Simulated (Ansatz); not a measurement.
Isomers of Ag4⁺ (doublet), relaxed with PBE0-D4/def2-SVP; total energies from Ansatz at PBE0-D4/def2-TZVP.

```json
{"isomer": "A", "description": "point group D2h; 5 × Ag–Ag 2.68 to 2.79 Å", "energy (Eh)": "-587.78951"}
{"isomer": "B", "description": "point group D2d; 6 × Ag–Ag 2.64 to 2.98 Å", "energy (Eh)": "-587.77930"}
```

In the def2 sets Ag takes a core potential; there is no spin–orbit coupling.

The isomers come from a short search, and lower ones may exist.

Problem. Work out the relative energies (1 Eh = 2625.5 kJ/mol) and the Boltzmann populations at 1200 K from electronic energies alone (R = 8.314 J/mol/K).

Solution. ΔE: A 0.0, B 26.8 kJ/mol. RT = 9.98 kJ/mol. Factors exp(−ΔE/RT): A 1, B 0.0682; sum 1.068. Populations: A 93.6 %, B 6.4 %. Zero-point energy, vibrational entropy and symmetry numbers are left out and can shift these; an error of 4 kJ/mol changes a ratio by a factor of 1.5. Over the other density-functional and correlated levels in def2 sets, the gap between A and B ranges from 25 to 29 kJ/mol.
